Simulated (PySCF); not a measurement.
PySCF input (PBE/aug-cc-pV(T+d)Z):

```python
import numpy as np, basis_set_exchange as bse
from pyscf import gto, scf, dft, df

basis = {'C': gto.basis.parse(bse.get_basis('aug-cc-pV(T+d)Z', elements=['C'], fmt='nwchem')), 'H': gto.basis.parse(bse.get_basis('aug-cc-pV(T+d)Z', elements=['H'], fmt='nwchem')), 'Si': gto.basis.parse(bse.get_basis('aug-cc-pV(T+d)Z', elements=['Si'], fmt='nwchem'))}
mol = gto.M(
    atom='''
    C    -1.11056998    0.02553653   -0.04779558
    Si    0.64940984   -0.11713465    0.02966460
    H    -1.69010245    0.94834355   -0.08800704
    H    -1.74251990   -0.86510146   -0.05979506
    H     1.00430453    1.40342380    0.01927110
    ''',
    basis=basis,
    charge=-1,
    verbose=4,
    max_memory=8640,
)
mf = dft.RKS(mol, xc='pbe')
mf.grids.level = 3
mf = mf.density_fit(auxbasis=df.autoaux(mol))
mf.conv_tol = 1e-9
mf.max_cycle = 100
print('smallest overlap eigenvalue', np.linalg.eigvalsh(mol.intor('int1e_ovlp'))[0])
mf.kernel()
dip = mf.dip_moment()
```

Output:

```
PySCF version 2.14.0

[INPUT] verbose = 4
[INPUT] num. atoms = 5
[INPUT] num. electrons = 24
[INPUT] charge = -1
[INPUT] spin (= nelec alpha-beta = 2S) = 0
[INPUT] symmetry False subgroup None
[INPUT] Mole.unit = angstrom
[INPUT] Symbol           X                Y                Z      unit          X                Y                Z       unit  Magmom
[INPUT]  1 C     -1.110569980000   0.025536530000  -0.047795580000 AA   -2.098673104364   0.048257047872  -0.090320556165 Bohr   0.0
[INPUT]  2 Si     0.649409840000  -0.117134650000   0.029664600000 AA    1.227206740198  -0.221352408197   0.056057969595 Bohr   0.0
[INPUT]  3 H     -1.690102450000   0.948343550000  -0.088007040000 AA   -3.193830752956   1.792109581498  -0.166309202634 Bohr   0.0
[INPUT]  4 H     -1.742519900000  -0.865101460000  -0.059795060000 AA   -3.292885377604  -1.634804829361  -0.112996287002 Bohr   0.0
[INPUT]  5 H      1.004304530000   1.403423800000   0.019271100000 AA    1.897860507360   2.652086618696   0.036417101119 Bohr   0.0

nuclear repulsion = 43.4374704331645
number of shells = 34
number of NR pGTOs = 213
number of NR cGTOs = 170
basis = {'C': [[0, [8236.0, 0.000531, 0.0, -0.000113, 0.0], [1235.0, 0.004108, 0.0, -0.000878, 0.0], [280.8, 0.021087, 0.0, -0.00454, 0.0], [79.27, 0.081853, 0.0, -0.018133, 0.0], [25.59, 0.234817, 0.0, -0.05576, 0.0], [8.997, 0.434401, 0.0, -0.126895, 0.0], [3.319, 0.346129, 0.0, -0.170352, 0.0], [0.9059, 0.039378, 1.0, 0.140382, 0.0], [0.3643, -0.008983, 0.0, 0.598684, 0.0], [0.1285, 0.002385, 0.0, 0.395389, 1.0]], [0, [0.04402, 1.0]], [1, [18.71, 0.0, 0.014031, 0.0], [4.133, 0.0, 0.086866, 0.0], [1.2, 0.0, 0.290216, 0.0], [0.3827, 1.0, 0.501008, 0.0], [0.1209, 0.0, 0.343406, 1.0]], [1, [0.03569, 1.0]], [2, [1.097, 1.0, 0.0], [0.318, 0.0, 1.0]], [2, [0.1, 1.0]], [3, [0.761, 1.0]], [3, [0.268, 1.0]]], 'H': [[0, [33.87, 0.0, 0.006068, 0.0], [5.095, 0.0, 0.045308, 0.0], [1.159, 0.0, 0.202822, 0.0], [0.3258, 1.0, 0.503903, 0.0], [0.1027, 0.0, 0.383421, 1.0]], [0, [0.02526, 1.0]], [1, [1.407, 1.0, 0.0], [0.388, 0.0, 1.0]], [1, [0.102, 1.0]], [2, [1.057, 1.0]], [2, [0.247, 1.0]]], 'Si': [[0, [254900.0, 6.25101e-05, -1.6637e-05, 0.0, 4.26257e-06, 0.0], [38190.0, 0.000485553, -0.00012931, 0.0, 3.31062e-05, 0.0], [8690.0, 0.00254516, -0.000678828, 0.0, 0.000174015, 0.0], [2462.0, 0.0105866, -0.00284117, 0.0, 0.000727574, 0.0], [804.8, 0.0368787, -0.0100551, 0.0, 0.00258333, 0.0], [291.3, 0.107479, -0.0305774, 0.0, 0.00786354, 0.0], [113.6, 0.247936, -0.0777256, 0.0, 0.0202155, 0.0], [46.75, 0.390927, -0.154236, 0.0, 0.040732, 0.0], [19.82, 0.302026, -0.180368, 0.0, 0.0499358, 0.0], [7.708, 0.0559236, 0.0798218, 0.0, -0.0249396, 0.0], [3.34, -0.00402406, 0.547441, 0.0, -0.19035, 0.0], [1.402, 0.0025803, 0.480119, 0.0, -0.31835, 0.0], [0.4387, -0.00103821, 0.0474846, 1.0, 0.0948036, 0.0], [0.207, 0.00060793, -0.0106996, 0.0, 0.68118, 0.0], [0.07944, -0.000154022, 0.00219871, 0.0, 0.395672, 1.0]], [0, [0.033, 1.0]], [1, [481.5, 0.00192045, 0.0, -0.00040522, 0.0], [113.9, 0.0153552, 0.0, -0.00335896, 0.0], [36.23, 0.0713991, 0.0, -0.015286, 0.0], [13.34, 0.213052, 0.0, -0.0489218, 0.0], [5.252, 0.390354, 0.0, -0.0855008, 0.0], [2.12, 0.393721, 0.0, -0.112137, 0.0], [0.8561, 0.132565, 1.0, 0.0618274, 0.0], [0.2528, 0.0039563, 0.0, 0.551919, 0.0], [0.07889, 0.000331624, 0.0, 0.523492, 1.0]], [1, [0.0237, 1.0]], [2, [2.303, 1.0, 0.0, 0.0], [0.476, 0.0, 1.0, 0.0], [0.16, 0.0, 0.0, 1.0]], [2, [0.0551, 1.0]], [3, [0.336, 1.0]], [3, [0.125, 1.0]]]}
ecp = {}
ETB for C: l = 0, exps = 0.07138 * 1.8^n , n = 0..15
ETB for C: l = 1, exps = 0.07138 * 1.8^n , n = 0..12
ETB for C: l = 2, exps = 0.07138 * 1.8^n , n = 0..11
ETB for C: l = 3, exps = 0.13569 * 2.2^n , n = 0..6
ETB for C: l = 4, exps = 0.2 * 2.2^n , n = 0..4
ETB for H: l = 0, exps = 0.05052 * 1.8^n , n = 0..12
ETB for H: l = 1, exps = 0.12725999999999998 * 2^n , n = 0..5
ETB for H: l = 2, exps = 0.204 * 2.2^n , n = 0..4
ETB for H: l = 3, exps = 0.349 * 2.2^n , n = 0..3
ETB for Si: l = 0, exps = 0.0474 * 1.8^n , n = 0..19
ETB for Si: l = 1, exps = 0.0474 * 1.8^n , n = 0..16
ETB for Si: l = 2, exps = 0.0474 * 1.8^n , n = 0..15
ETB for Si: l = 3, exps = 0.07880000000000001 * 2.2^n , n = 0..9
ETB for Si: l = 4, exps = 0.1102 * 2.2^n , n = 0..5
smallest overlap eigenvalue 6.472270100245517e-05

******** <class 'pyscf.df.df_jk.DFRKS'> ********
method = DFRKS
initial guess = minao
damping factor = 0
level_shift factor = 0
DIIS = <class 'pyscf.scf.diis.CDIIS'>
diis_start_cycle = 1
diis_space = 8
diis_damp = 0
SCF conv_tol = 1e-09
SCF conv_tol_grad = None
SCF max_cycles = 100
direct_scf = False
XC library pyscf.dft.libxc version 7.1.2
    S. Lehtola, C. Steigemann, M. J. T. Oliveira, and M. A. L. Marques,  SoftwareX 7, 1–5 (2018)
XC functionals = pbe
    J. P. Perdew, K. Burke, and M. Ernzerhof,  Phys. Rev. Lett. 77, 3865 (1996)
    J. P. Perdew, K. Burke, and M. Ernzerhof,  Phys. Rev. Lett. 78, 1396 (1997)
    J. P. Perdew, K. Burke, and M. Ernzerhof,  Phys. Rev. Lett. 77, 3865 (1996)
    J. P. Perdew, K. Burke, and M. Ernzerhof,  Phys. Rev. Lett. 78, 1396 (1997)
radial grids:
    Treutler-Ahlrichs [JCP 102, 346 (1995); DOI:10.1063/1.469408] (M4) radial grids

becke partition: Becke, JCP 88, 2547 (1988); DOI:10.1063/1.454033
pruning grids: <function nwchem_prune>
grids dens level: 3
symmetrized grids: False
atomic radii adjust function: <function treutler_atomic_radii_adjust>
small_rho_cutoff = 0
Set gradient conv threshold to 3.16228e-05
Initial guess from minao.
tot grids = 62728
init E= -329.030468828155
  HOMO = -0.223424352466989  LUMO = -0.103240949530466  gap/eV = 3.27036
cycle= 1 E= -329.029130766755  delta_E= 0.00134  |g|= 0.681  |ddm|= 4.37
  HOMO = 0.105108458270996  LUMO = 0.129162536697711  gap/eV = 0.65454
cycle= 2 E= -327.795107616473  delta_E= 1.23  |g|= 1.74  |ddm|= 29.1
  HOMO = 0.010565576017779  LUMO = 0.0958572719847936  gap/eV = 2.32091
cycle= 3 E= -329.17481483006  delta_E= -1.38  |g|= 0.127  |ddm|=   29
  HOMO = 0.0101484912856641  LUMO = 0.104591697389609  gap/eV = 2.56993
cycle= 4 E= -329.175986552063  delta_E= -0.00117  |g|= 0.125  |ddm|= 0.473
  HOMO = 0.0244247310764873  LUMO = 0.104651256233856  gap/eV = 2.18307
cycle= 5 E= -329.182618569543  delta_E= -0.00663  |g|= 0.0459  |ddm|= 0.334
  HOMO = 0.0182990504964998  LUMO = 0.10359666423245  gap/eV = 2.32107
cycle= 6 E= -329.183413007787  delta_E= -0.000794  |g|= 0.00921  |ddm|= 0.117
  HOMO = 0.0183501716038536  LUMO = 0.103150018514108  gap/eV = 2.30752
cycle= 7 E= -329.183443667387  delta_E= -3.07e-05  |g|= 0.00304  |ddm|= 0.0209
  HOMO = 0.0178715587710543  LUMO = 0.103020427919077  gap/eV = 2.31702
cycle= 8 E= -329.183447430905  delta_E= -3.76e-06  |g|= 0.000453  |ddm|= 0.00746
  HOMO = 0.0179164348836749  LUMO = 0.103021960359432  gap/eV = 2.31584
cycle= 9 E= -329.183447493025  delta_E= -6.21e-08  |g|= 0.000163  |ddm|= 0.00148
  HOMO = 0.0179146293398018  LUMO = 0.103016443897811  gap/eV = 2.31574
cycle= 10 E= -329.183447501908  delta_E= -8.88e-09  |g|= 2.41e-05  |ddm|= 0.000311
  HOMO = 0.0179160988937504  LUMO = 0.103015970747089  gap/eV = 2.31569
cycle= 11 E= -329.183447502163  delta_E= -2.54e-10  |g|= 2.9e-06  |ddm|= 6.01e-05
  HOMO = 0.017915633710229  LUMO = 0.103015852989093  gap/eV = 2.31569
Extra cycle  E= -329.183447502164  delta_E= -1.42e-12  |g|= 2.35e-06  |ddm|= 1.34e-05
converged SCF energy = -329.183447502164

WARN: System has nonzero charge -1; the dipole moment is origin-dependent.
Location of origin: [0. 0. 0.]

Dipole moment(X, Y, Z, Debye): -1.46738,  0.57293, -0.07224
```
